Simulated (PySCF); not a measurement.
C2H6F2Si, SMILES C[Si@H](F)CF. Atoms are numbered in the order given.

```xyz
11

C      1.9491    -0.5559    -0.6547
Si     0.3839     0.3486    -0.2009
F      0.5547     0.9602     1.3042
C     -1.0794    -0.8452    -0.1862
F     -2.2684    -0.1525     0.0004
H      2.8195     0.1162    -0.5939
H      1.8946    -0.9469    -1.6839
H      2.1271    -1.4033     0.0267
H      0.0924     1.4870    -1.1105
H     -1.1348    -1.4021    -1.1410
H     -0.9690    -1.5950     0.6190
```
Charge 0, spin multiplicity 1.

Coordinates come from a ωB97X-D3(BJ)/def2-SVP optimisation. The structure was generated by enumeration; whether it is a known compound was not checked. Other conformers were not sampled.

Level of theory: TDDFT-LC-ωPBE/def2-SVPD in PySCF.

Vertical excitations. The molecule is in vacuum.

```csv
state,energy (eV),λ (nm),f,main pairs
S1,8.11,153,0.008,"HOMO→LUMO+1 69 %, HOMO→LUMO+4 12 %"
S2,8.61,144,0.022,HOMO→LUMO+2 72 %
S3,8.94,139,0.014,"HOMO−1→LUMO+2 58 %, HOMO−1→LUMO+1 22 %, HOMO−1→LUMO+3 10 %"
S4,8.96,138,0.039,HOMO→LUMO 71 %
S5,9.35,133,0.005,"HOMO−2→LUMO+1 67 %, HOMO−2→LUMO+4 16 %"
S6,9.51,130,0.104,HOMO−1→LUMO 64 %
S7,9.98,124,0.125,"HOMO→LUMO+4 27 %, HOMO→LUMO+3 26 %, HOMO→LUMO+2 8 %, HOMO→LUMO+6 8 %"
S8,10.11,123,0.053,"HOMO−1→LUMO+1 29 %, HOMO−1→LUMO+6 16 %, HOMO−1→LUMO 16 %, HOMO−1→LUMO+2 8 %"
S9,10.21,121,0.071,"HOMO→LUMO+3 33 %, HOMO→LUMO+5 18 %, HOMO→LUMO+4 10 %, HOMO−2→LUMO 6 %"
S10,10.29,121,0.018,"HOMO−2→LUMO 36 %, HOMO−2→LUMO+2 24 %, HOMO→LUMO+3 9 %, HOMO−2→LUMO+4 9 %"
T1,7.40,168,0,"HOMO→LUMO+1 59 %, HOMO→LUMO+4 18 %"
T2,8.06,154,0,"HOMO→LUMO+2 54 %, HOMO−1→LUMO+2 12 %"
T3,8.33,149,0,"HOMO−1→LUMO+2 38 %, HOMO−1→LUMO+1 21 %, HOMO→LUMO+2 11 %, HOMO−1→LUMO+3 10 %"
T4,8.64,143,0,"HOMO→LUMO 51 %, HOMO→LUMO+1 11 %"
```
Triplets are in the Tamm–Dancoff approximation, which puts them higher than full response would, so one can lie above its singlet here.
